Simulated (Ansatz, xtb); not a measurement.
**C2H7BO2: which of two isomers lies lower**

We compare I, `CCB(O)O`, a singlet, with II, `COB(C)O`, a singlet. Both are isolated molecules in the gas phase, relaxed with PBE0-D3(BJ)/def2-SVP; the shapes shown needn't be the lowest conformers.

I (Å):

```xyz
12

C    -0.7389    1.7653   -0.6320
C     0.3604    1.0542    0.1450
B    -0.1148    0.1709    1.3587
O     0.8402   -0.4855    2.0858
O    -1.4502    0.0927    1.6389
H    -0.3368    2.3632   -1.4648
H    -1.3143    2.4434    0.0170
H    -1.4595    1.0483   -1.0546
H     0.9543    0.4017   -0.5209
H     1.0974    1.7787    0.5370
H     0.5084   -1.0135    2.8176
H    -1.6811   -0.4608    2.3906
```

II (Å):

```yaml
atoms:
  - { symbol: C, position_ang: [1.9475, -0.6248, -0.2223] }
  - { symbol: C, position_ang: [-0.4626, 0.6054, -1.5101] }
  - { symbol: B, position_ang: [-0.3324, 0.1829, -0.0001] }
  - { symbol: O, position_ang: [0.7965, -0.3765, 0.5341] }
  - { symbol: O, position_ang: [-1.3782, 0.3682, 0.8501] }
  - { symbol: H, position_ang: [1.7522, -1.3189, -1.0579] }
  - { symbol: H, position_ang: [2.7031, -1.0828, 0.4325] }
  - { symbol: H, position_ang: [2.3748, 0.3024, -0.6418] }
  - { symbol: H, position_ang: [-1.4486, 1.0374, -1.7275] }
  - { symbol: H, position_ang: [-0.3088, -0.2589, -2.1776] }
  - { symbol: H, position_ang: [0.3077, 1.3461, -1.7827] }
  - { symbol: H, position_ang: [-1.1520, 0.0629, 1.7367] }
```

Quicker runs give these differences E(II) − E(I): GFN2-xTB +0.067 eV; HF/STO-3G −0.178 eV (at GFN2-xTB geometries); r2SCAN-D4/def2-SVP +0.261 eV (at GFN2-xTB geometries).

Question: Which of the two would you expect CCSD(T)/def2-SVP + ΔMP2/def2-TZVPP electronic energies to favour?

Answer: Structure I; the calculation gives E(II) − E(I) = +0.337 eV.

How the difference moves with the method:

```
                             level              geometry  E(II) − E(I) (eV)  departure from the last row (eV)  job, with rough time for the two
                          GFN2-xTB              GFN2-xTB              +0.067                            −0.270              optimisation, 0.72 s
                         HF/STO-3G              GFN2-xTB              −0.178                            −0.515              single point, 0.96 s
                r2SCAN-D4/def2-SVP              GFN2-xTB              +0.261                            −0.075               single point, 5.6 s
              PBE0-D3(BJ)/def2-SVP  PBE0-D3(BJ)/def2-SVP              +0.280                            −0.057             optimisation, 4.4 min
                       HF/def2-SVP  PBE0-D3(BJ)/def2-SVP              +0.229                            −0.108           part of the CCSD(T) run
                      MP2/def2-SVP  PBE0-D3(BJ)/def2-SVP              +0.347                            +0.010           part of the CCSD(T) run
                  CCSD(T)/def2-SVP  PBE0-D3(BJ)/def2-SVP              +0.297                            −0.040                      single point
CCSD(T)/def2-SVP + ΔMP2/def2-TZVPP  PBE0-D3(BJ)/def2-SVP              +0.337                                                  single point, 54 s
```

As drawn, II has 1 C–O, 1 C–H in place of 1 C–C, 1 O–H.

HF/STO-3G puts the two in the other order. The largest departure from CCSD(T)/def2-SVP + ΔMP2/def2-TZVPP is that of HF/STO-3G, 0.515 eV. The last row adds to CCSD(T) the change of the MP2 difference between the two basis sets, here +0.040 eV.

With harmonic frequencies from PBE0-D3(BJ)/def2-SVP (ideal gas, rigid rotor, one conformer each, 400 K, 1 atm): on the last row, ΔE + ΔZPE = +0.321 eV. A mode under 50 cm⁻¹ makes harmonic enthalpies and free energies unreliable, so none is given.

The correlated steps freeze 5 core orbitals. Programs: Ansatz 0.2.0, xtb 6.7.1; the last row on 2 threads of Intel(R) Xeon(R) Processor @ 2.50GHz (Skylake/Cascade Lake) on a shared host.
